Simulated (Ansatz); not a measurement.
A nudged elastic band was laid between two geometries of C$_{3}$H$_{9}$NOSi (15 atoms, charge 0, multiplicity 1).

The calculation used RKS BHLYP-D4/def2-SVP (Ansatz).

```yaml
movable_images: 9
climbing_image: yes
spring: 5.0 eV/Å²
optimiser: quadratic models (default)
start_path: through a guess of the saddle point
force_threshold: 0.03 eV/Å
iteration_limit: 42
end_points: relaxed
```

First end point:

```xyz
15
Properties=species:S:1:pos:R:3
N 1.709 -1.122 -0.806
C 0.946 -0.743 0.365
C -0.544 -0.708 0.160
O -1.111 -1.920 -0.029
C -1.293 0.395 0.077
Si -0.694 2.146 0.208
H 1.564 -0.449 -1.546
H 1.405 -2.014 -1.168
H 1.171 -1.450 1.174
H 1.299 0.229 0.715
H -0.527 -2.615 0.268
H -2.354 0.230 -0.100
H -0.427 2.563 1.610
H -1.731 3.049 -0.347
H 0.566 2.357 -0.552
```

Last end point:

```xyz
15
Properties=species:S:1:pos:R:3
N 1.400 -1.746 -0.706
C 0.906 -0.654 0.113
C -0.603 -0.610 0.031
O -1.139 -1.817 -0.147
C -1.356 0.489 0.163
Si -0.789 2.229 0.420
H 1.475 -1.479 -1.678
H 2.305 -2.070 -0.404
H 1.173 -0.870 1.153
H 1.331 0.325 -0.128
H -0.404 -2.402 -0.380
H -2.430 0.315 0.131
H -0.603 2.585 1.852
H -1.798 3.162 -0.137
H 0.511 2.493 -0.253
```

(1) Which bonds break or form, and what moves?

(2) Give the energies along the band, and the barrier.

(3) What is the geometry of the highest image?

Results:

(1) No bond is made or broken. The height of N1 over the plane of its neighbours goes from -0.38 to 0.35 Å.

(2) The forces met the threshold. The highest image is number 3 of 0 to 10, 0.008 eV above the first end and 0.311 eV above the last; the last end lies 0.303 eV below the first. The top lies less than 8 meV above the higher end, about what the thresholds resolve: that end is a shoulder or a very shallow well. A vibrational analysis at the climbing image gives one clearly imaginary mode, 111i cm⁻¹: a first-order saddle point.

```json
{"image": "0", "path coordinate (Å)": "0.00", "energy (eV)": "0.000", "height of N1 over the plane of its neighbours (Å)": "-0.38"}
{"image": "1", "path coordinate (Å)": "0.32", "energy (eV)": "0.001", "height of N1 over the plane of its neighbours (Å)": "-0.38"}
{"image": "2", "path coordinate (Å)": "0.65", "energy (eV)": "0.005", "height of N1 over the plane of its neighbours (Å)": "-0.36"}
{"image": "3", "path coordinate (Å)": "0.97", "energy (eV)": "0.008", "height of N1 over the plane of its neighbours (Å)": "-0.35"}
{"image": "4", "path coordinate (Å)": "1.30", "energy (eV)": "0.004", "height of N1 over the plane of its neighbours (Å)": "-0.33"}
{"image": "5", "path coordinate (Å)": "1.63", "energy (eV)": "-0.006", "height of N1 over the plane of its neighbours (Å)": "-0.30"}
{"image": "6", "path coordinate (Å)": "1.96", "energy (eV)": "-0.016", "height of N1 over the plane of its neighbours (Å)": "-0.28"}
{"image": "7", "path coordinate (Å)": "2.29", "energy (eV)": "-0.042", "height of N1 over the plane of its neighbours (Å)": "0.02"}
{"image": "8", "path coordinate (Å)": "2.62", "energy (eV)": "-0.252", "height of N1 over the plane of its neighbours (Å)": "0.29"}
{"image": "9", "path coordinate (Å)": "2.96", "energy (eV)": "-0.302", "height of N1 over the plane of its neighbours (Å)": "0.35"}
{"image": "10", "path coordinate (Å)": "3.29", "energy (eV)": "-0.303", "height of N1 over the plane of its neighbours (Å)": "0.35"}
```

(3) 
```xyz
15
Properties=species:S:1:pos:R:3:forces:R:3
N 1.736 -1.258 -0.733 0.00 0.00 0.00
C 0.944 -0.681 0.330 0.00 0.00 0.00
C -0.543 -0.664 0.091 0.00 0.00 0.00
O -1.101 -1.875 -0.111 0.00 0.00 0.00
C -1.305 0.433 0.051 0.00 0.00 0.00
Si -0.740 2.186 0.269 0.00 0.00 0.00
H 1.533 -0.822 -1.621 0.00 0.00 0.00
H 1.598 -2.251 -0.839 0.00 0.00 0.00
H 1.141 -1.243 1.252 0.00 0.00 0.00
H 1.293 0.335 0.520 0.00 0.00 0.00
H -0.448 -2.566 -0.028 0.00 0.00 0.00
H -2.365 0.259 -0.127 0.00 0.00 0.00
H -0.340 2.497 1.666 0.00 0.00 0.00
H -1.854 3.090 -0.099 0.00 0.00 0.00
H 0.429 2.509 -0.591 0.00 0.00 0.00
```

Time of the run: 9.3 min on 2 threads of Intel(R) Xeon(R) Platinum 8488C (Sapphire Rapids), on a shared host, peak memory 0.39 GiB.
